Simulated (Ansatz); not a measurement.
Reaction (isomerisation): `OC([SiH3])[AsH2]` → `O[SiH2]C[AsH2]`

Computed with Ansatz on PBE0-D4/def2-TZVP structures; ΔE is electronic, products minus reactants. CBS: MP2 limit from def2 TZ/QZ plus the TZ coupled-cluster correction, frozen cores. Functionals use def2-TZVPP. For As outer-core shells are correlated without core-valence functions, which leaves a few kJ/mol of doubt a bond. Scalar relativity is left out up to krypton. One conformer a species, not always the lowest.

`OC([SiH3])[AsH2]`:

Z-matrix (Å, degrees):
```
C
Si 1 1.885
As 1 2.001 2 112.5
O 1 1.415 2 108.3 3 122.2
H 1 1.100 2 109.1 3 -116.0
H 2 1.485 1 109.4 3 -60.0
H 2 1.486 1 108.1 3 59.4
H 2 1.488 1 111.1 3 179.1
H 3 1.524 1 97.1 2 29.2
H 3 1.523 1 95.6 2 -64.2
H 4 0.962 1 109.2 2 178.7
```

`O[SiH2]C[AsH2]`:

Cartesian coordinates in Å:
```
O -0.612 2.136 -0.959
Si 0.253 0.834 -0.425
C -0.779 -0.482 0.390
As 0.336 -1.952 1.112
H -1.137 2.030 -1.753
H 1.212 1.384 0.563
H 0.987 0.199 -1.558
H -1.357 -0.082 1.226
H -1.487 -0.940 -0.306
H 1.344 -1.050 1.818
H 1.243 -2.077 -0.110
```

Problem. Is it downhill or uphill in electronic energy at CCSD(T)/CBS, and by how much? (An estimate is asked.)

Solution. Computed: Downhill: ΔE = -2.16 eV.

Problem. What do these levels give: PBE-D4, PBE0-D4, ωB97X-V, ωB97M-V, r2SCAN, MP2/def2-TZVPP, CCSD/def2-TZVPP, CCSD(T)/def2-TZVPP, HF/def2-QZVPP, SCS-MP2/def2-QZVPP, HF/CBS(def2), CCSD/CBS(def2)? (An estimate is asked.)

Solution. Ansatz gave: PBE-D4 -1.98, PBE0-D4 -2.07, ωB97X-V -2.08, ωB97M-V -2.13, r2SCAN -2.13, MP2/def2-TZVPP -2.25, CCSD/def2-TZVPP -2.17, CCSD(T)/def2-TZVPP -2.14, HF/def2-QZVPP -2.23, SCS-MP2/def2-QZVPP -2.22, HF/CBS(def2) -2.24, CCSD/CBS(def2) -2.19 eV.

Largest T1 diagnostic among the species: 0.012.

From PBE to PBE0 (25 % exact exchange), in def2-TZVPP and without D4, ΔE moves by −0.09 eV.
